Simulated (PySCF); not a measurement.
An unknown shows these calculated signals:

1H NMR (300 MHz, computed): δ 7.71 (d, 1H), 7.00 (d, 1H), 4.91 (s, 2H), 4.12 (m, 1H), 4.11 (m, 1H), 2.44 (s, 3H).

13C{1H} NMR (computed): δ 245.9 (C), 168.4 (C), 157.4 (CH2), 81.1 (CH2), 40.2 (CH3).

PySCF 2.14.0 with density-fitted response routines calculation with GFN2-xTB structure and shieldings: GIAO PBE0/pcSseg-1; one averaged value for each set of equivalent atoms, non-relativistic, single conformer, gas phase.

References, each an isolated molecule treated in the same way: 1H, 13C vs TMS.

Problem. Which of these does the molecule contain: an aldehyde, a non-aromatic C=C double bond, a ketone, a C≡C triple bond, a Si–H bond?

Solution. 
- An aldehyde: no.
- A non-aromatic C=C double bond: yes.
- A ketone: no.
- A C≡C triple bond: no.
- A Si–H bond: yes (δH 4.91 (s)).

The data belong to SMILES C([SiH2]OC(N=C)=C)(C)=O, C₅H₉NO₂Si; they needn't prove each group on their own.

Carbon signals by region: 2 in the far downfield region (above 160 ppm), 1 in the sp2 and nitrile region (100–160 ppm), 1 at 50–100 ppm, 1 below 50 ppm. Above 160 ppm: 245.9, carbonyl carbon, 168.4, alkene carbon bearing oxygen.

Shifts are as computed. Against solution values, carbons near 30 ppm lie about +3 ppm off and those near 130 ppm about +5 ppm. Of 1211 compounds with measured shifts, 218 miss one by over three times the rms of a fit or turn the order of signals round; such compounds aren't used in these exercises. Multiplicities follow the n + 1 count of equivalent neighbours, as no J values were calculated; m marks all less simple cases, F and P coupling included.
